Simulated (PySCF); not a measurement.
# MLi cations for M along the alkali metals

CCSD(T) with double-zeta basis sets in PySCF, for the lowest determinant that a PBE0 search found; no spin–orbit coupling. De refers to high-spin ground-configuration atoms (the charge goes to the atom of lower measured ionisation energy or higher electron affinity, which is not always the lowest computed limit).

| M | basis | reference, frozen orbitals | charged atom | state (unpaired electrons) | Re (Å) | ωe (cm⁻¹) | De (eV) |
| --- | --- | --- | --- | --- | --- | --- | --- |
| Li | aug-cc-pVDZ | UHF, 0 | Li+ | doublet (σ ↑) | 3.148 | 260 | 1.27 |
| Na | aug-pcseg-1 | UHF, 1 | Na+ | doublet (σ ↑) | 3.450 | 182 | 0.85 |
| K | aug-pcseg-1 | UHF, 5 | K+ | doublet (σ ↑) | 3.942 | 147 | 0.52 |
| Rb | def2-SVPD | UHF, 0 | Rb+ | doublet (σ ↑) | 4.155 | 126 | 0.45 |
| Cs | def2-SVP | UHF, 0 | Cs+ | doublet (σ ↑) | 4.434 | 113 | 0.35 |

Task: By what factor does the harmonic wavenumber vary along the series?

Result: At CCSD(T) it runs from 113 cm⁻¹ (CsLi⁺) to 260 cm⁻¹ (Li₂⁺), a factor of 2.30.

The rows differ in basis set, which adds steps of its own.

Down a group the atoms grow and get heavier, so bonds lengthen and wavenumbers fall; this series shows no clear exception.

Correlated steps freeze the inner cores (0 to 5 orbitals); shallow outer-core shells are correlated. Weak bonds: CsLi⁺, RbLi⁺. Basis-set superposition, not corrected here, can be much of De in a small basis, most of all at correlated wavefunction levels. Spin–orbit coupling is left out. For an ion De counts to the pair picked by the measured ionisation energies or electron affinities, which need not be the lowest pair at this level. States were picked by a PBE0 search and need not be the measured ground states.
